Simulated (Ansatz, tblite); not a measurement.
Cost and result up the ladder for the cluster Si2O3 (the lowest singlet isomer of a short search) (5 atoms). Total charge 0; singlet. Geometry: PBE-D4/def2-SVP.

```xyz
5

Si    1.577    0.415   -1.924
Si   -0.574   -0.150    0.700
O    -1.555    1.050    0.612
O    -0.049   -1.463    1.339
O     0.602    0.149   -0.726
```

Ansatz on 4 threads of Arm Neoverse V1 on a shared host; xTB runs through tblite on one thread. Times are rough, summed over both states, and most runs start from the orbitals of an earlier one. PBE0-D4/def2-TZVP serves as the yardstick here, not as an exact answer. The other state is a quintet at its own geometry.

The xTB rows come from tblite. Correlated methods freeze 13 core orbitals. In CCSD on the charge 0 quintet the largest single amplitude is 0.31, so its Hartree–Fock determinant may place the open shell otherwise than the density functionals do. The structure comes from a short search, and lower isomers may exist.

Run but left out: HF/STO-3G (quintet: ⟨S²⟩ 6.51, where a pure state has 6.00); HF/def2-TZVP, HF/def2-TZVPP, MP2/def2-TZVP, MP2/def2-TZVPP (quintet: a determinant that CCSD turns far, T1 0.051).

Correlated methods converge slowly with the basis.

xTB has no spin-polarisation term.

```json
{"level": "GFN1-xTB", "functions": "30", "wall time": "0.008 s"}
{"level": "GFN2-xTB", "functions": "30", "wall time": "0.009 s"}
{"level": "PBE-D4/def2-TZVP", "functions": "167", "wall time": "3.4 s"}
{"level": "BLYP-D4/def2-TZVP (with forces)", "functions": "167", "wall time": "3.8 s"}
{"level": "r2SCAN-D4/def2-TZVP", "functions": "167", "wall time": "7.9 s"}
{"level": "PBE0-D4/def2-TZVP", "functions": "167", "wall time": "9 s"}
{"level": "B97M-V/def2-TZVP", "functions": "167", "wall time": "13 s"}
{"level": "CCSD(T)/def2-TZVPP", "functions": "177", "wall time": "3.2 min"}
```

Estimate what each level gives for the quintet − singlet (eV).


```
                          level  quintet − singlet (eV)  difference from PBE0-D4/def2-TZVP (eV)                                                 remarks
                       GFN1-xTB                   11.09                                    6.03                                                       –
                       GFN2-xTB                    8.84                                    3.78                                                       –
               PBE-D4/def2-TZVP                    5.13                                    0.07                                                       –
BLYP-D4/def2-TZVP (with forces)                    5.45                                    0.39                                                       –
            r2SCAN-D4/def2-TZVP                    4.70                                   -0.36                                                       –
              PBE0-D4/def2-TZVP                    5.06                                    0.00                                                       –
               B97M-V/def2-TZVP                    5.23                                    0.17                                                       –
             CCSD(T)/def2-TZVPP                    5.58                                    0.52  large T1 (0.025) (singlet), large T1 (0.051) (quintet)
```
